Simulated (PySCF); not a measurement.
C2H7ClSi2. Atoms are numbered in the order given.

```xyz
12

Cl     2.2930     0.0015    -0.5250
Si     0.4848    -0.1109     0.4891
C     -0.7543    -1.4292    -0.1011
C     -2.0488    -0.6442     0.2396
Si    -1.4085     1.1501    -0.0133
H      0.8003    -0.2329     1.9444
H     -0.6907    -2.4377     0.3363
H     -0.6447    -1.5327    -1.1941
H     -2.9288    -0.9465    -0.3497
H     -2.3116    -0.7730     1.3035
H     -1.4723     1.5565    -1.4509
H     -1.9834     2.2318     0.8424
```

Geometry: PBE0-D3(BJ)/def2-SVP. The structure was generated by enumeration; whether it is a known compound was not checked.

The numbers are results of PySCF with PBE/pcSseg-1, not measurements.

GIAO shieldings, no solvent; atoms listed in one row are averaged. δ = σ(ref) − σ: ³⁵Cl against HCl (σ = 936.5 ppm); ²⁹Si against TMS (σ = 335.4 ppm); ¹³C against TMS (σ = 182.0 ppm); ¹H against TMS (σ = 31.49 ppm), references at their B3LYP-D3(BJ)/def2-TZVP geometries, non-relativistic (without spin–orbit terms, shifts of atoms bonded to Cl or Br come out too high).

Problem. Estimate the chemical shifts. (The exact figures need the calculation; the answer reports its results.)

Solution. 
```
nucleus  atoms  count  δ (ppm)
-------  -----  -----  -------
³⁵Cl       Cl1      1     31.4
²⁹Si       Si2      1     12.6
²⁹Si       Si5      1    -37.7
¹³C         C3      1     27.0
¹³C         C4      1      6.2
¹H          H6      1     6.00
¹H         H12      1     4.98
¹H         H11      1     4.77
¹H          H7      1     2.29
¹H          H8      1     2.00
¹H          H9      1     1.77
¹H         H10      1     1.22
```
